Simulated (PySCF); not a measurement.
CCl₃, SMILES Cl[C](Cl)Cl (connectivity only; charge and spin as stated), charge +1, multiplicity 1. Heavy atoms are numbered as in [Cl:1][C:2]([Cl:3])[Cl:4].

Geometry: PBE0-D3(BJ)/def2-SVP. The spin state was assumed, not searched. The isomer is the one that the SMILES or the coordinates give; other isomers of the formula were not compared.

Calculation: PBE0/pcSseg-2 (PySCF).

GIAO shieldings, no solvent; atoms alike by connectivity are averaged. δ = σ(ref) − σ: ³⁵Cl against HCl (σ = 943.3 ppm); ¹³C against TMS (σ = 186.1 ppm), references at their B3LYP-D3(BJ)/def2-TZVP geometries, non-relativistic (without spin–orbit terms, shifts of atoms bonded to Cl or Br come out too high).

| nucleus | atoms | count | δ (ppm) |
|---|---|---|---|
| ³⁵Cl | Cl1 | 3 | 886.3 |
| ¹³C | C2 | 1 | 267.2 |
